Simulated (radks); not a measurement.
Problem. Species: Os23+. Configuration: [Kr] 4d10 4f7 (the NIST ground configuration). Calculated with a radial shooting solver on a logarithmic mesh with Libxc functionals: non-relativistic Kohn-Sham, LB94 model potential, spin-polarised, spherical densities, point nucleus; open shells are filled with parallel spins first (spin-orbit coupling, left out, can overturn this in heavy ions); relativity is left out, which matters for an element this heavy. Some entries of the table are withheld. Estimate them.

orbital  occ.  eigenvalue (hartree)  <r> (bohr)
1s down     1             -2509.291     0.01991
1s up       1             -2509.291     0.01991
2s down     1             -436.7084     0.08399
2s up       1             -436.6974     0.08399
2p down     3             -420.3798     0.07098
2p up       3             -420.3721     0.07098
3s up       1             -120.4612      0.2123
3s down     1             -120.4156      0.2121
3p up       3             -112.7914      0.2025
3p down     3             -112.7562      0.2022
3d up       5             -98.43896      0.1772
3d down     5             -98.42698      0.1770
4s up       1             -43.14185      0.4569
4s down     1             -42.81200      0.4579
4p up       3             -39.84802         (1)
4p down     3             -39.52005         (2)
4d up       5             -33.82544      0.4595
4d down     5             -33.50154      0.4609
4f up       7             -25.90264      0.4500
4f down     0             -25.60309      0.4513

Solution. 
(1) 4p up <r> (bohr): 0.4588
(2) 4p down <r> (bohr): 0.4600
